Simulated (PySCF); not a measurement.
# Computed properties of CH8Cl2Si3, SMILES Cl[Si]([SiH3])(Cl)C[SiH3]

CH₈Cl₂Si₃, SMILES [SiH3]C[Si]([SiH3])(Cl)Cl. The structure is a stationary point at B3LYP-D3(BJ)/def2-SVP. The structure was generated by enumeration, and PubChem lists no compound with its InChIKey, so it may never have been made. The values are those of a single conformer. All values are computed for the isolated molecule unless a solvent is named; none is compared with measurement here.

**Structure.** All 36 harmonic modes at B3LYP-D3(BJ)/def2-SVP (PySCF) are real, so it is a minimum. With heavy atoms numbered as in [SiH3:1][CH2:2][Si:3]([SiH3:4])([Cl:5])[Cl:6], the shortest bond between them is C2–Si3 at 1.867 Å and the longest Si3–Si4 at 2.341 Å.

**Vibrations.** The strongest infrared lines (harmonic, unscaled, degenerate partners summed) lie at 773 cm⁻¹ (193 km/mol, H 52 %, C 30 %, Si 18 %), 878 cm⁻¹ (164 km/mol, H 87 %, Si 12 %), 940 cm⁻¹ (157 km/mol, H 96 %). The softest mode is at 28 cm⁻¹ and the zero-point energy is 50.9 kcal/mol.

**Electronic structure.** ωB97X/def2-TZVP (PySCF) places the frontier levels at -10.42 and 1.59 eV, a gap of 12.01 eV, and gives a dipole moment of 1.90 D. PBE/def2-TZVP (PySCF) at the same geometry gives -6.96 and -1.31 eV, so its gap is 6.36 eV narrower. An orbital gap is neither the optical nor the fundamental gap.

**Excitations.** TDA-B3LYP/def2-SVPD (PySCF) has S1 at 6.41 eV (194 nm, f = 0.034, weak); the most intense of the 6 singlets computed lies at 6.97 eV (f = 0.12). T1 (TDA) is at 5.79 eV, 0.62 eV under S1. TDA-PBE/def2-SVPD (PySCF) puts S1 at 5.91 eV. No vertical singlet excitation falls in the visible range (under 3.1 eV).

**NMR.** GIAO shifts at B3LYP/pcSseg-1 (PySCF) (non-relativistic, atoms alike by connectivity averaged): ¹³C at 8.7 ppm against TMS; ¹H from 0.8 to 4.2 ppm against TMS; ²⁹Si from -98.8 to 58.6 ppm against TMS. Without spin–orbit terms, shifts of atoms bonded to Cl or Br come out too high.

**Solvation.** SMD-B3LYP/6-31G* (PySCF) gives 1.0 kcal/mol in water, -4.8 kcal/mol in diethylether, -3.2 kcal/mol in dimethylsulfoxide (1 M in both phases, gas-phase geometry); of these solvents diethylether holds the molecule best.
